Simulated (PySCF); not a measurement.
Where the electron goes

Species: C2H11Ge2NSi.
Numbering: `[CH3:1]/[N:2]=[CH:3]\[GeH2:4][GeH2:5][SiH3:6]` (hydrogens: H7, H8, H9 on C1; H10 on C3; H11, H12 on Ge4; H13, H14 on Ge5; H15, H16, H17 on Si6)

Structure used (PBE0-D3(BJ)/def2-SVP), in Å, numbered top down from 1:
```
atom  x, y, z in Å
C1    -1.730   -1.372   -0.013
N2    -2.240   -0.290    0.774
C3    -1.854    0.899    0.583
Ge4   -0.538    1.600   -0.733
Ge5    1.732    1.138   -0.003
Si6    2.079   -1.187    0.383
H7    -2.565   -1.868   -0.533
H8    -1.289   -2.128    0.656
H9    -0.971   -1.085   -0.769
H10   -2.293    1.671    1.240
H11   -0.767    3.123   -0.793
H12   -0.760    1.023   -2.146
H13    2.741    1.655   -1.050
H14    1.991    1.904    1.312
H15    1.739   -1.969   -0.846
H16    3.504   -1.456    0.747
H17    1.202   -1.645    1.503
```

Theory: TDDFT wB97X-D/def2-SVPD, vertical, gas phase, core orbitals frozen in the response (PySCF 2.14.0, density-fitted response routines). The wB97X-D/def2-SVPD calculation is non-relativistic and has no spin–orbit coupling, an omission that weighs most on germanium.

Frontier orbitals with the atoms that hold most of them (Löwdin shares over 4%, at most four atoms; ? is withheld):

```csv
orbital,ε (eV),atoms
HOMO-3,-11.05,"N2 20%, C3 20%, Ge5 12%, C1 10%"
HOMO-2,-10.30,"Ge5 26%, Si6 18%, N2 10%, H14 8%"
HOMO-1,-9.61,?
HOMO,?,"N2 45%, C3 16%, Ge4 12%, C1 8%"
LUMO,0.71,?
LUMO+1,1.46,"Ge4 26%, Si6 15%, Ge5 14%, H11 12%"
LUMO+2,1.67,"Ge5 28%, Si6 18%, Ge4 12%, H14 10%"
```

(1) Which atoms hold the HOMO-1, and with what shares?

(2) Give the leading atoms of the LUMO.

(3) What is the HOMO energy, and the HOMO–LUMO gap?

Results:

(1) Ge5 (bonded to Ge, Si and 2 H) 26%; Ge4 (bonded to C, Ge and 2 H) 21%; Si6 (bonded to Ge and 3 H) 16%; N2 (bonded to 2 C) 8%. By element: germanium 47%, silicon 16%, nitrogen 8%.

(2) N2 (bonded to 2 C) 25%; C3 (bonded to Ge, N and H) 24%; Ge4 (bonded to C, Ge and 2 H) 16%; Ge5 (bonded to Ge, Si and 2 H) 11%. By element: germanium 27%, nitrogen 25%, carbon 24% or more.

(3) ε(HOMO) = -8.67 eV; the gap is 9.38 eV (0.3446 hartree).

Q: How does S1 compare with the orbital gap of 9.38 eV?

A: S1 is at 4.18 eV (f = 0.0032), 5.20 eV below the gap, made of HOMO→LUMO (84%). Without the coupling terms of the response equations the lowest excitation would equal the gap.

Next come S2 at 6.30 eV (f 0.098), HOMO→LUMO+1 (45%), HOMO-1→LUMO (39%); S3 at 6.42 eV (f 0.064), HOMO-1→LUMO (46%), HOMO→LUMO+1 (41%); S4 at 6.70 eV (f 0.027), HOMO→LUMO+3 (51%), HOMO→LUMO+2 (12%), HOMO→LUMO+6 (10%); S5 at 6.94 eV (f 0.087), HOMO→LUMO+2 (29%), HOMO→LUMO+4 (22%), HOMO-1→LUMO+4 (10%).

Löwdin shares depend on the basis, the more so with diffuse functions.

On an Arm Neoverse N1 with one thread, no GPU (shared host), this took 6.4 min and 1.4 GiB of memory at its peak.

One conformer stands for the species.
